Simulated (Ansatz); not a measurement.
Basis sets compared for Si(CN)Cl3 (SiCNCl₃). The state is a singlet with charge 0. Geometry PBE0-D4/def2-SVP. Ansatz on 2 threads of AMD EPYC 7R13 on a shared host; times are rough, and most runs start from earlier orbitals.

```xyz
6

Si    0.453    0.061    0.179
C    -1.244   -0.168   -0.494
N    -2.313   -0.312   -0.917
Cl    1.779   -0.579   -1.217
Cl    0.610   -1.037    1.879
Cl    0.715    2.036    0.571
```

Binding counts from free atoms (Si triplet, C triplet, N quartet, Cl doublet) in the same basis, without a counterpoise term.

```tsv
level	functions	energy (Eh)	HOMO (eV)	LUMO (eV)	binding per atom (eV)	wall time
PBE-D4/def2-SVP	100	-1761.6835	-8.29	-2.14	4.31	1 s
PBE0-D4/def2-SVP	100	-1761.8227	-9.81	-1.26	4.15	1.6 s
```

Problem. Estimate the rows for PBE-D4/def2-TZVP, PBE0-D4/def2-TZVP.

Solution. 
| level | functions | energy (Eh) | HOMO (eV) | LUMO (eV) | binding per atom (eV) | wall time |
| --- | --- | --- | --- | --- | --- | --- |
| PBE-D4/def2-TZVP | 210 | -1762.3794 | -8.47 | -2.40 | 4.32 | 2.4 s |
| PBE0-D4/def2-TZVP | 210 | -1762.5124 | -9.92 | -1.46 | 4.18 | 4.3 s |
